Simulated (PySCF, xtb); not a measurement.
germylmethylgermane (CH8Ge2), SMILES [GeH3][CH2][GeH3].

Harmonic wavenumbers (cm⁻¹) from xtb 6.7.1 with GFN2-xTB at its own minimum, in rising order: 99, 107, 113, 432, 444, 468, 472, 625, 662, 714, 764, 807, 851, 858, 867, 867, 996, 1089, 1418, 1974, 1976, 2052, 2066, 2070, 2087, 2950, 2959.

What does PySCF with PBE-D3(BJ)/def2-SVP give at its own minimum? (The exact figures need the calculation; the answer reports its results.)

73, 112, 115, 433, 438, 490, 501, 657, 661, 739, 798, 824, 854, 854, 860, 865, 987, 1025, 1335, 2068, 2073, 2080, 2083, 2085, 2089, 3004, 3073. Paired by order, the mean absolute difference is 29 cm⁻¹ and the zero-point energies are 44.0 and 44.6 kcal/mol.
